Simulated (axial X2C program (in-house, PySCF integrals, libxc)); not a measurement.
Values are calculated unless marked as measured or tabulated.
EuCl: input and output of an open-shell CI run

Program: an in-house all-electron X2C program for linear molecules (integrals from PySCF).

Input and command:
```json
{"zs": [63, 17], "q": 0, "bas": ["dyall-v3z", "dyall-av3z"], "r0": 2.52, "metal": 0, "shells": [[3, [0, 1, 2, 3], 6], [0, [0], 2]], "fix": 0, "emax": 2.2, "nroots": 4}
```
```bash
python soci.py task.json out
```

Keys: zs atomic numbers; q charge; bas basis sets; r0 starting distance in Å; metal index of the metal atom; shells open shells as [l, |m| values, electrons]; fix electron count of the first shell held; emax energy window in eV; nroots roots for each Ω.

Output at R = 2.495 Å:

```
average of configuration f6 s2
basis functions 245  fitting functions 1200
iter      average energy  largest gradient
   1     -11294.871306747   1.47e+01
   2     -11296.487650458   2.40e+00
   3     -11296.525313364   8.74e-02
   4     -11296.526825977   1.02e-01
   5     -11296.527470196   1.64e-02
   6     -11296.527485650   6.25e-03
   7     -11296.527490068   2.08e-03
   8     -11296.527490962   1.50e-03
   9     -11296.527491312   4.86e-04
  10     -11296.527491379   7.09e-05
  11     -11296.527491392   1.10e-04
  12     -11296.527491396   2.57e-05
  13     -11296.527491399   1.38e-05
converged
CI levels
2*Omega        energy/Eh    cm-1   g(par)  dipole/D  leading shell counts
    0    -11296.88183918        0   0.000   -2.974  {'6 2': 1.0}
    2    -11296.88090836      204   3.922   -2.975  {'6 2': 1.0}
    4    -11296.87829292      778   7.394   -2.978  {'6 2': 1.0}
    0    -11296.87731853      992   0.000   -2.958  {'6 2': 1.0}
    2    -11296.87574737     1337   3.577   -2.959  {'6 2': 1.0}
    0    -11296.87442425     1627   0.000   -2.961  {'6 2': 1.0}
    6    -11296.87405344     1709  10.514   -2.978  {'6 2': 1.0}
    4    -11296.87258485     2031   6.508   -2.962  {'6 2': 1.0}
    2    -11296.87176761     2210   3.046   -2.965  {'6 2': 1.0}
    0    -11296.87122500     2330   0.000   -2.958  {'6 2': 1.0}
    6    -11296.86822128     2989   9.329   -2.973  {'6 2': 1.0}
    8    -11296.86800839     3036  13.031   -2.960  {'6 2': 1.0}
    4    -11296.86787837     3064   6.130   -2.965  {'6 2': 1.0}
    0    -11296.86765219     3114   0.000   -2.965  {'6 2': 1.0}
    2    -11296.86759631     3126   2.629   -2.959  {'6 2': 1.0}
    0    -11296.86348341     4029   0.000   -2.959  {'6 2': 1.0}
    4    -11296.86334874     4058   5.312   -2.969  {'6 2': 1.0}
    6    -11296.86267921     4205   8.388   -2.963  {'6 2': 1.0}
    8    -11296.86186965     4383  11.891   -2.958  {'6 2': 1.0}
   10    -11296.86108883     4554  15.499   -2.956  {'6 2': 1.0}
    0    -11296.85987714     4820   0.000   -2.972  {'6 2': 1.0}
    6    -11296.85718974     5410   7.723   -2.957  {'6 2': 1.0}
    8    -11296.85596961     5678  11.022   -2.956  {'6 2': 1.0}
   10    -11296.85476961     5941  14.445   -2.955  {'6 2': 1.0}
   12    -11296.85360333     6197  17.961   -2.955  {'6 2': 1.0}
```

Dipoles in the output refer to the first atom as origin.

Dynamic correlation is missing, so gaps between terms are too wide and other configurations may lie lower; the lowest level listed is that of this model, not necessarily the ground state. At most 4 roots were kept for each Ω > 0 (twice that for Ω = 0) within 2.2 eV of the lowest, so higher up levels can be missing between those listed; levels with Ω > 0 are doubly degenerate and listed once, Ω = 0 levels singly.
